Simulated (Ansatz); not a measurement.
`N#C[SiH2]P` + `N[SiH3]` → `N#C[SiH2]N[SiH3]` + PH₃ at 400 K and 1 bar (cleavage of the Si–P bond).

Isolated molecules relaxed with PBE0-D4/def2-TZVP in Ansatz; ΔE leaves out vibrations. CCSD(T)/CBS adds triple-zeta CCSD(T) − MP2 to the extrapolated MP2 energy (def2 sets, frozen cores). This one scheme is used for every species. One conformer a species, not always the lowest.

```tsv
species	CCSD(T)/CBS energy (Eh)	H − E (kJ/mol)	S (J/(mol·K))
`N#C[SiH2]P`	-725.16307	142.8	357.9
`N[SiH3]`	-346.80422	153.0	285.3
`N#C[SiH2]N[SiH3]`	-729.26217	213.6	409.3
PH₃	-342.72256	77.1	221.7
```

H − E and S are ideal-gas, rigid-rotor, harmonic terms from PBE0-D4/def2-TZVP, for one conformer and one mirror image of each species. 1 Eh = 2625.50 kJ/mol, R = 8.31446 J/(mol·K).

Task: By hand: ΔE, ΔH, ΔS and ΔG.

Result: ΔE = (-729.26217) + (-342.72256) − (-725.16307) − (-346.80422) = -0.01744 Eh = -45.8 kJ/mol. Δ(H − E) = 213.6 + 77.1 − 142.8 − 153.0 = -5.1, so ΔH = -50.9 kJ/mol. ΔS = 409.3 + 221.7 − 357.9 − 285.3 = -12.2 J/(mol·K). ΔG = -50.9 − 400 × (-12.2)/1000 = -46.0 kJ/mol.

Task: By hand: the equilibrium constant, and the temperature at which ΔG would vanish if ΔH and ΔS stayed fixed.

Result: log₁₀ K = −ΔG/(RT ln 10) = 6.0. ΔG = 0 at ΔH/ΔS = 4172 K, far beyond where these terms or the molecules hold.

The number of gas molecules stays the same, so ΔS is small and ΔH decides. A doubt of 5 kJ/mol in ΔE shifts log₁₀ K by 0.7 here. Other conformers and mirror images would add mixing entropy, several J/(mol·K) or more a flexible species. Modes under 60 cm⁻¹, often nearly free rotors, make the harmonic entropy too high. These are equilibria of isolated gas molecules and say nothing of rates. Largest T1 diagnostic: 0.014 (customary marks: 0.02 for closed shells, 0.045 for open ones).
